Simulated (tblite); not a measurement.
C6H10FNSi2.
Cartesian coordinates in Å at the GFN2-xTB level; atoms count from 1:
```
atom  x, y, z in Å
C1    -2.8578    1.0710   -0.0801
C2    -1.7008    0.4556    0.1315
C3    -1.6019   -0.7703    0.9878
Si4   -0.0838    1.1044   -0.6076
C5     0.9553   -0.2634   -1.5010
C6     2.0912   -0.5072   -0.4644
C7     1.9110   -1.7587    0.1930
N8     1.7208   -2.7575    0.7221
Si9    1.8083    1.0059    0.7411
F10    1.6285    0.5199    2.2750
H11   -3.7844    0.7121    0.3421
H12   -2.9305    1.9587   -0.6863
H13   -2.5855   -1.1107    1.3045
H14   -1.0035   -0.5629    1.8746
H15   -1.1089   -1.5802    0.4521
H16   -0.3460    2.2812   -1.4499
H17    1.3805    0.0891   -2.4403
H18    0.4206   -1.1852   -1.7303
H19    3.0771   -0.5202   -0.9343
H20    3.0047    1.8291    0.8674
```

Calculated harmonic vibrations of the isolated species, GFN2-xTB (tblite), most abundant isotopes, no scaling. This tight-binding method is rough: wavenumbers can miss measured ones by several per cent, in bad cases by 10 to 20. Modes of hydrogen on silicon can be 10 to 20 % off. One conformer, not necessarily the lowest.

Harmonic wavenumbers (cm⁻¹): 36.4, 39.6, 66.1, 100.7, 118.5, 140.2, 149.5, 191.9, 230.3, 267.7, 352.2, 368.5, 390.4, 428.2, 454.4, 494.6, 558.7, 565.4, 598.7, 622.5, 649.7, 675.5, 697.2, 722.5, 736.3, 807.8, 907.8, 944.4, 959.6, 1013.4, 1034.3, 1043.8, 1070.2, 1121.6, 1209.8, 1213.8, 1247.0, 1403.9, 1420.9, 1475.3, 1480.7, 1484.3, 1672.1, 2173.4, 2284.7, 2383.4, 2948.5, 2984.8, 3001.0, 3005.8, 3022.0, 3031.7, 3074.4, 3106.7.

A = 1294, B = 741.4, C = 691.7 MHz; mass 171.034 u (most abundant isotopes); point group C1, symmetry number 1.

Problem. What is the zero-point energy?

Solution. Half the sum of the wavenumbers: 31091 cm⁻¹ = 371.94 kJ/mol.

Problem. Entropy at 273.15 K, 1 bar (ideal gas, RRHO, classical rotation)?

Solution. Translation 171.16, rotation 126.78, vibration 165.07: S = 463.0 J/(mol K).

Problem. And Cp and H(273.15 K) − H(0)?

Solution. Cp = 191.68 J/(mol K), of which vibrations give 158.42 (their classical limit is 54 R = 449.0); H(273.15 K) − H(0) = 32.00 kJ/mol without the zero-point energy, 22.91 from vibrations.

Problem. Blend soft modes into free rotors: weight 1/[1 + (100 cm⁻¹/ν̃)⁴] for the oscillator and the rest for a rotor with moment μB/(μ + B), μ = h/(8π²ν), B = 10⁻⁴⁴ kg m². What vibrational entropy results?

Solution. 148.21 J/(mol K) in place of 165.07, which changes −T·S at 273.15 K by +4.60 kJ/mol.

Problem. Which modes carry the vibrational entropy at 273.15 K?

Solution. 36.4 cm⁻¹: 22.06; 39.6 cm⁻¹: 21.36; 66.1 cm⁻¹: 17.13; 100.7 cm⁻¹: 13.68; 118.5 cm⁻¹: 12.37; 140.2 cm⁻¹: 11.02 J/(mol K); the other 48 give 67.45 together.

Problem. How do the functions run with temperature in this model?

Solution. 
```csv
T (K),S (J/(mol K)),Cp (J/(mol K)),H − H(0) (kJ/mol),G − H(0) (kJ/mol),ln q(vib)
150,369.2,126.6,12.32,-43.06,5.09
250,446.5,180.1,27.69,-83.94,8.91
298.15,480.3,203.7,36.94,-106.27,10.68
400,546.4,246.8,59.96,-158.61,14.33
600,659.0,308.0,115.89,-279.50,21.04
900,795.7,365.3,217.61,-498.49,30.01
```

q(vib) and H(0) count from the zero-point level.

Hindered rotation and anharmonicity are outside this model. Other conformers, if any are populated, would add a mixing term that is left out. The structure is chiral; the term R ln 2 for an equal mix with its mirror image is left out.

Hardware: Arm Neoverse N1, one thread, shared host with 64 logical CPUs at a one-minute load of 60. Cost: 1.9 s. The figure is for the frequency step alone.
